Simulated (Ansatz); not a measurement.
# triplet Ni: levels of theory in one basis

A single Ni atom.

Basis set: cc-pVTZ (spherical functions). Correlated methods keep 5 orbitals frozen. Correlation on ROHF uses semicanonical orbitals with singles. Charge 0, multiplicity 3.

Computed with Ansatz (development build ahead of 0.2.0); each method stands on the lowest determinant of its kind that the runs found.

```tsv
method	E − E(ROHF) (eV)	<S²> of the determinant
ROHF	0.00	2.00
UHF	-0.19	2.01
ROHF-MP2	-18.74	–
UHF-MP2	-18.72	2.01
```

Is a single determinant a sound starting point here?

By this sign, yes. Unrestricted orbitals gain 0.19 eV and <S²> is 2.01 against 2.00 for a pure state.
